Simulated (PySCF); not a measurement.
Mapped SMILES: `[CH2:1]=[CH:2][O:3]/[CH:4]=[CH:5]\[C@H:6]([CH3:7])[SiH2:8][CH3:9]`; H(Xn) means a hydrogen on atom n. Ha(C1) is cis to O3; Ha(Si8) is pro-R; Hb(Si8) is pro-S; Hb(C1) is trans to O3.

Theory: σ from GIAO-PBE0/pcSseg-1, geometry: GFN2-xTB, in PySCF (gas phase, one averaged value for each set of equivalent atoms, a single conformation, non-relativistic).

Scale: 13C (σref 186.93) vs TMS (reference shieldings calculated alike).

Do the 13C shifts follow the atomic charges (in e)? Tabulate both.

Results:


```json
{"atoms": "C2", "hybridisation": "sp2", "δ (ppm)": "157.1", "σ para (ppm)": "-217", "Hirshfeld": "+0.03", "IAO": "+0.06", "Mulliken": "+0.11", "ESP-fitted": "+0.06"}
{"atoms": "C4", "hybridisation": "sp2", "δ (ppm)": "142.6", "σ para (ppm)": "-212", "Hirshfeld": "+0.02", "IAO": "+0.01", "Mulliken": "+0.18", "ESP-fitted": "+0.09"}
{"atoms": "C5", "hybridisation": "sp2", "δ (ppm)": "124.3", "σ para (ppm)": "-198", "Hirshfeld": "-0.06", "IAO": "-0.19", "Mulliken": "-0.21", "ESP-fitted": "-0.49"}
{"atoms": "C1", "hybridisation": "sp2", "δ (ppm)": "90.8", "σ para (ppm)": "-162", "Hirshfeld": "-0.15", "IAO": "-0.42", "Mulliken": "-0.29", "ESP-fitted": "-0.59"}
{"atoms": "C6", "hybridisation": "sp3", "δ (ppm)": "21.7", "σ para (ppm)": "-86", "Hirshfeld": "-0.11", "IAO": "-0.37", "Mulliken": "-0.53", "ESP-fitted": "+0.34"}
{"atoms": "C7", "hybridisation": "sp3", "δ (ppm)": "19.2", "σ para (ppm)": "-78", "Hirshfeld": "-0.12", "IAO": "-0.41", "Mulliken": "-0.22", "ESP-fitted": "-0.50"}
{"atoms": "C9", "hybridisation": "sp3", "δ (ppm)": "-7.8", "σ para (ppm)": "-59", "Hirshfeld": "-0.22", "IAO": "-0.71", "Mulliken": "-0.62", "ESP-fitted": "-0.52"}
```

Correlation coefficients of δ with charge over these carbons: Hirshfeld +0.86, IAO +0.91, Mulliken +0.87, ESP-fitted +0.24; with the paramagnetic shielding -1.00. Among the 4 sp2 carbons alone: Hirshfeld +0.99, IAO +0.99, Mulliken +0.88, ESP-fitted +0.90. With so few points, grouped by hybridisation, these coefficients are fragile. Charge is one influence among several: hybridisation and low-lying excitations act through the paramagnetic term.

Shifts are as computed. Against solution values, carbons near 30 ppm lie about +3 ppm off and those near 130 ppm about +5 ppm. Of 1309 compounds with measured shifts, 239 miss one by over three times the rms of a fit or turn the order of signals round; such compounds aren't used in these exercises.
